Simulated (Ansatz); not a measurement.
SiH$_{3}$IO, closed shell: a single point away from equilibrium.

Input (in.yaml):

```yaml
crystal:
  periodic: [false, false, false]
  atoms:
    - {symbol: O, position_ang: [-0.940200, -0.752900, -0.321200]}
    - {symbol: Si, position_ang: [0.278100, 0.287900, 0.038600]}
    - {symbol: I, position_ang: [1.889100, -1.106700, 1.167900]}
    - {symbol: H, position_ang: [-1.765300, -0.450900, -0.730900]}
    - {symbol: H, position_ang: [0.889200, 0.929200, -1.207200]}
    - {symbol: H, position_ang: [-0.171300, 1.292700, 1.011900]}
basis:
  gaussian: {orbitals: def2-TZVPP}
hamiltonian: {xc: hse06, dispersion: d4}
output: {forces: true}
```

Command:

```bash
ansatz run in.yaml --threads 4 --pin off --events-out ev --progress --plain --max-ram 5222MiB
```

Output of Ansatz 0.2.0:

```
Functional definition: HSE06
  name "HSE06"
  cite "Heyd, Scuseria & Ernzerhof, J. Chem. Phys. 118, 8207 (2003) doi:10.1063/1.1564060"
  cite "Krukau, Vydrov, Izmaylov & Scuseria, J. Chem. Phys. 125, 224106 (2006) doi:10.1063/1.2404663"
  cite "Heyd & Scuseria, J. Chem. Phys. 120, 7274 (2004) doi:10.1063/1.1668634"
  cite "Ernzerhof & Perdew, J. Chem. Phys. 109, 3313 (1998) doi:10.1063/1.476928"
  cite "Perdew, Burke & Ernzerhof, Phys. Rev. Lett. 77, 3865 (1996) doi:10.1103/PhysRevLett.77.3865"
  parent pbe
  parameter a = 0.25
  parameter omega = 0.11/bohr
  # The whole range is PBE's own exchange, as in plane waves. The composition of these papers is wPBEh.
  exchange = pbe_x - a*pbe_x_sr(omega) + a*exact_x_sr(omega)
  correlation = pbe_c
1037 factors; their error is unknown
81 factors; integrals over basis functions are off by at most 4.7e-7 eV
mean field evaluation 1: about -18067.7438 eV, gradient 5.2e1 eV
mean field evaluation 2: about -18055.9074 eV, gradient 9.4e1 eV
mean field evaluation 4: about -18072.1373 eV, gradient 3.0e0 eV
mean field evaluation 8: about -18072.1546 eV, gradient 6.8e-2 eV
mean field evaluation 16: about -18072.4484 eV, gradient 1.8e-4 eV
mean field -18072.44844730 eV, -664.1502304929 hartree, gradient 4.8e-5 eV, S^2 0.000000; 0 other end points of the search recorded, 0 dependent functions left out
the calculation of the forces begins
reference -18072.44848298 eV, -664.1502318038 hartree; 25, 25 occupied and 140, 140 virtual orbitals, 1037 factors
Total energy: -18072.55129633 eV, -664.1540101248 hartree
Atom 0 at    -0.940200    -0.752900    -0.321200 Å, force    -0.508175     0.210578    -0.366325 eV/Å
Atom 1 at     0.278100     0.287900     0.038600 Å, force    -0.100098    -0.048132    -0.650193 eV/Å
Atom 2 at     1.889100    -1.106700     1.167900 Å, force     0.254849    -0.053852     0.037695 eV/Å
Atom 3 at    -1.765300    -0.450900    -0.730900 Å, force     0.632129    -0.089057     0.279349 eV/Å
Atom 4 at     0.889200     0.929200    -1.207200 Å, force    -0.265654    -0.305948     0.641785 eV/Å
Atom 5 at    -0.171300     1.292700     1.011900 Å, force    -0.013051     0.286411     0.057689 eV/Å
Dipole moment:    -0.345971     0.289054    -0.216482 e Å
```

The lines “mean field evaluation” count trial sets of orbitals through the whole run, from several starts and some on an approximate energy, so they need not fall steadily or lie above the final value.

The run took about 3.3 s on 4 CPU threads of an Arm Neoverse N1 (shared host).
